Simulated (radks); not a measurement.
Problem. All-electron atom: P2+ in [He] 2s2 2p5 3s2 3p1 4s1 (not the ground configuration). All-electron calculation, scalar-relativistic Kohn-Sham, revPBE, spin-polarised, spherical densities, finite nucleus; open shells are filled with parallel spins first; Fermi nuclear charge, rms radius 3.1889 fm. Program: a radial shooting solver on a logarithmic mesh with Libxc functionals. Some entries of the table are withheld. Estimate them.

orbital  occ.  eigenvalue (eV)  r(max) (bohr)
1s up       1        -2151.210        0.06763
1s down     1        -2149.217        0.06760
2s up       1              (1)         0.4121
2s down     1              (2)         0.4132
2p up       3        -179.9015         0.3453
2p down     2        -175.6638         0.3472
3s up       1         -43.6821          1.396
3s down     1         -41.5173          1.404
3p up       1         -32.8939          1.487
3p down     0         -30.8138          1.501
4s up       1         -14.2752            (3)

Solution. 
(1) 2s up eigenvalue (eV): -227.6931
(2) 2s down eigenvalue (eV): -224.0025
(3) 4s up r(max) (bohr): 3.596
